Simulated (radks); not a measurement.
Valence configurations of the krypton ion Kr+ (all share [Ar]). Method: Dirac Kohn-Sham, PBE, spin-unpolarised, spherical densities, finite nucleus; open shells are shared between the two j in proportion to 2j + 1; Fermi nuclear charge, rms radius 4.1884 fm; computed with a radial shooting solver on a logarithmic mesh with Libxc functionals. Energies are relative to 3d10 4s2 4p5; eigenvalues in eV.

| valence | E (eV) | e(3d3/2) | e(3d5/2) | e(4p1/2) | e(4p3/2) | e(4s1/2) |
|---|---|---|---|---|---|---|
| 3d10 4s2 4p5 | 0.000 | -94.037 | -92.734 | -20.031 | -19.314 | -33.971 |
| 3d10 4s1.5 4p5.5 | 7.228 | -94.807 | -93.503 | -20.360 | -19.634 | -34.370 |
| 3d10 4s1 4p6 | 14.494 | -95.565 | -94.260 | -20.683 | -19.947 | -34.761 |
| 3d9 4s2 4p6 | 79.552 | -107.70 | -106.33 | -21.940 | -21.125 | -36.683 |

NIST lists [Ar] 3d10 4s2 4p5 as the ground configuration; this level of theory agrees among the configurations tried. The energies are those of spherical spin-averaged densities, not of single terms.
